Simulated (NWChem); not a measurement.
Everything below was run with NWChem. System: H4N (+1), charge 1, spin multiplicity 1, at a geometry optimised with B3LYP/def2-SVP. The structure started from a generated list of species. Level: TDA-LDA (SVWN5)/aug-cc-pVDZ.

Input file:

```
start mol
memory heap 200 mb stack 900 mb global 1100 mb
charge 1
geometry units angstroms nocenter noautoz
  N      0.000000     0.000000     0.000000
  H      0.842807     0.000000     0.595954
  H     -0.842807     0.000000     0.595954
  H      0.000000     0.842806    -0.595955
  H      0.000000    -0.842806    -0.595955
  symmetry group C2v
end
basis spherical
  * library aug-cc-pvdz
end
dft
  xc slater vwn_5
  semidirect memsize 60000000 filesize 0
  iterations 100
end
tddft
  cis
  nroots 5
  notriplet
  thresh 1e-4
end
task tddft energy
```

NWChem printed:

```
             Northwest Computational Chemistry Package (NWChem) 7.3.0
             --------------------------------------------------------

                                NWChem Input Module
                                -------------------

 Scaling coordinates for geometry "geometry" by  1.889725989
 (inverse scale =  0.529177249)

 Turning off AUTOSYM since
 SYMMETRY directive was detected!

                             Geometry "geometry" -> ""
                             -------------------------

 Output coordinates in angstroms (scale by  1.889725989 to convert to a.u.)

  No.       Tag          Charge          X              Y              Z
 ---- ---------------- ---------- -------------- -------------- --------------
    1 N                    7.0000     0.00000000     0.00000000     0.00000000
    2 H                    1.0000     0.84280700     0.00000000     0.59595400
    3 H                    1.0000    -0.84280700     0.00000000     0.59595400
    4 H                    1.0000     0.00000000     0.84280600    -0.59595500
    5 H                    1.0000     0.00000000    -0.84280600    -0.59595500

 Effective nuclear repulsion energy (a.u.)      16.2380439531

            Nuclear Dipole moment (a.u.)
            ----------------------------
        X                 Y               Z
 ---------------- ---------------- ----------------
     0.0000000000     0.0000000000    -0.0000037795

      Symmetry information
      --------------------

 Group name             C2v
 Group number             16
 Group order               4
 No. of unique centers     3

      Symmetry unique atoms

     1    2    4


 Summary of "ao basis" -> "" (spherical)
 ------------------------------------------------------------------------------
       Tag                 Description            Shells   Functions and Types
 ---------------- ------------------------------  ------  ---------------------
 *                        aug-cc-pvdz                 on all atoms

                                 NWChem DFT Module
                                 -----------------

 Summary of "ao basis" -> "ao basis" (spherical)
 ------------------------------------------------------------------------------
       Tag                 Description            Shells   Functions and Types
 ---------------- ------------------------------  ------  ---------------------
 N                        aug-cc-pvdz                9       23   4s3p2d
 H                        aug-cc-pvdz                5        9   3s2p

 Summary of "ao basis" -> "ao basis" (spherical)
 ------------------------------------------------------------------------------
       Tag                 Description            Shells   Functions and Types
 ---------------- ------------------------------  ------  ---------------------
 N                        aug-cc-pvdz                9       23   4s3p2d
 H                        aug-cc-pvdz                5        9   3s2p

      Symmetry analysis of basis
      --------------------------

        a1         25
        a2          6
        b1         14
        b2         14

            General Information
            -------------------
          SCF calculation type: DFT
          Wavefunction type:  closed shell.
          No. of atoms     :     5
          No. of electrons :    10
           Alpha electrons :     5
            Beta electrons :     5
          Charge           :     1
          Spin multiplicity:     1
          Use of symmetry is: off; symmetry adaption is: on
[...]
  ----  ------  ------  ---------  ---------  ---------
    1      5       0     0.23E+00   0.10+100        0.6
    2     10       0     0.26E-01   0.86E-01        0.6
    3     15       0     0.20E-02   0.67E-03        0.6
    4     20       4     0.13E-03   0.46E-05        0.4
    5     21       5     0.78E-04   0.28E-07        0.3
  ----  ------  ------  ---------  ---------  ---------
  Convergence criterion met

  Ground state a1        -56.412811322674 a.u.

  ----------------------------------------------------------------------------
  Root   1 singlet b2             0.525960860 a.u.               14.3121 eV
  ----------------------------------------------------------------------------
     Transition Moments    X  0.00002   Y -0.60675   Z  0.00001
     Transition Moments   XX  0.00001  XY -0.00000  XZ  0.00001
     Transition Moments   YY -0.00001  YZ  0.43583  ZZ  0.00000
     Dipole Oscillator Strength                    0.1290853888
     Electric Quadrupole                           0.0000001472
     Magnetic Dipole                               0.0000000000
     Total Oscillator Strength                     0.1290855360

          sigma_e =   2.2129 Angstrom
          sigma_h =   0.9424 Angstrom
         |d_h->e| =   0.2565 Angstrom
            d_exc =   2.4308 Angstrom
            d_CD1 =   1.5269 Angstrom
            d_CD2 =  -1.3212 Angstrom
            d_CD3 =   2.6873 Angstrom
     Pearson C.C. =  -0.0139

     Occ.    3  a1  ---  Virt.    8  b2       0.05029
     Occ.    5  b2  ---  Virt.    6  a1      -0.99459
     Occ.    5  b2  ---  Virt.    9  a1       0.05029
  ----------------------------------------------------------------------------
  Root   2 singlet b1             0.525961076 a.u.               14.3121 eV
  ----------------------------------------------------------------------------
     Transition Moments    X -0.60675   Y -0.00002   Z -0.00006
     Transition Moments   XX -0.00004  XY -0.00000  XZ -0.43582
     Transition Moments   YY  0.00004  YZ  0.00001  ZZ -0.00000
     Dipole Oscillator Strength                    0.1290858577
     Electric Quadrupole                           0.0000001472
     Magnetic Dipole                               0.0000000000
     Total Oscillator Strength                     0.1290860049

          sigma_e =   2.2129 Angstrom
          sigma_h =   0.9424 Angstrom
         |d_h->e| =   0.2565 Angstrom
            d_exc =   2.4308 Angstrom
            d_CD1 =   1.5269 Angstrom
            d_CD2 =  -1.3212 Angstrom
            d_CD3 =   2.6873 Angstrom
     Pearson C.C. =  -0.0139

     Occ.    3  a1  ---  Virt.    7  b1      -0.05029
     Occ.    4  b1  ---  Virt.    6  a1      -0.99459
     Occ.    4  b1  ---  Virt.    9  a1      -0.05029
  ----------------------------------------------------------------------------
  Root   3 singlet a1             0.525961113 a.u.               14.3121 eV
  ----------------------------------------------------------------------------
     Transition Moments    X -0.00006   Y  0.00001   Z  0.60686
     Transition Moments   XX  0.43583  XY  0.00000  XZ -0.00004
     Transition Moments   YY -0.43590  YZ -0.00001  ZZ  0.00003
     Dipole Oscillator Strength                    0.1291350203
     Electric Quadrupole                           0.0000001472
     Magnetic Dipole                               0.0000000000
     Total Oscillator Strength                     0.1291351674

          sigma_e =   2.2137 Angstrom
          sigma_h =   0.9622 Angstrom
         |d_h->e| =   0.0001 Angstrom
            d_exc =   2.4307 Angstrom
            d_CD1 =   1.2516 Angstrom
            d_CD2 =  -1.5879 Angstrom
            d_CD3 =   2.4308 Angstrom
     Pearson C.C. =  -0.0192

     Occ.    3  a1  ---  Virt.    6  a1       0.99459
     Occ.    4  b1  ---  Virt.    7  b1       0.05022
     Occ.    5  b2  ---  Virt.    8  b2      -0.05024
  ----------------------------------------------------------------------------
  Root   4 singlet a2             0.593198881 a.u.               16.1418 eV
  ----------------------------------------------------------------------------
     Transition Moments    X  0.00000   Y -0.00000   Z  0.00000
     Transition Moments   XX  0.00000  XY  0.00007  XZ  0.00000
     Transition Moments   YY -0.00000  YZ  0.00000  ZZ  0.00000
     Dipole Oscillator Strength                    0.0000000000
     Electric Quadrupole                           0.0000000000
     Magnetic Dipole                               0.0000012764
     Total Oscillator Strength                     0.0000012764

          sigma_e =   2.1711 Angstrom
          sigma_h =   0.9624 Angstrom
         |d_h->e| =   0.0000 Angstrom
            d_exc =   2.4354 Angstrom
            d_CD1 =   1.2088 Angstrom
            d_CD2 =  -1.5667 Angstrom
            d_CD3 =   2.4354 Angstrom
     Pearson C.C. =  -0.0696

     Occ.    4  b1  ---  Virt.    8  b2      -0.70704
     Occ.    5  b2  ---  Virt.    7  b1       0.70706
  ----------------------------------------------------------------------------
  Root   5 singlet a2             0.600405450 a.u.               16.3379 eV
  ----------------------------------------------------------------------------
     Transition Moments    X  0.00000   Y -0.00000   Z  0.00000
     Transition Moments   XX  0.00000  XY  0.32134  XZ  0.00000
     Transition Moments   YY -0.00000  YZ  0.00000  ZZ  0.00000
     Dipole Oscillator Strength                    0.0000000000
     Electric Quadrupole                           0.0000001190
     Magnetic Dipole                               0.0000000000
     Total Oscillator Strength                     0.0000001190

          sigma_e =   2.2951 Angstrom
          sigma_h =   0.9624 Angstrom
         |d_h->e| =   0.0000 Angstrom
            d_exc =   2.5461 Angstrom
            d_CD1 =   1.3328 Angstrom
            d_CD2 =  -1.6287 Angstrom
            d_CD3 =   2.5461 Angstrom
     Pearson C.C. =  -0.0654

     Occ.    4  b1  ---  Virt.    8  b2      -0.70359
     Occ.    4  b1  ---  Virt.   10  b2      -0.06670
     Occ.    5  b2  ---  Virt.    7  b1      -0.70356
     Occ.    5  b2  ---  Virt.   11  b1      -0.06672

              Target root =      1
          Target symmetry = none
      Ground state energy =    -56.412811322674
        Excitation energy =      0.525960860199
     Excited state energy =    -55.886850462475

  stored tddft:energy   -55.886850462475124

 Task  times  cpu:        3.3s     wall:        3.3s

 Total times  cpu:        3.4s     wall:        3.4s
```
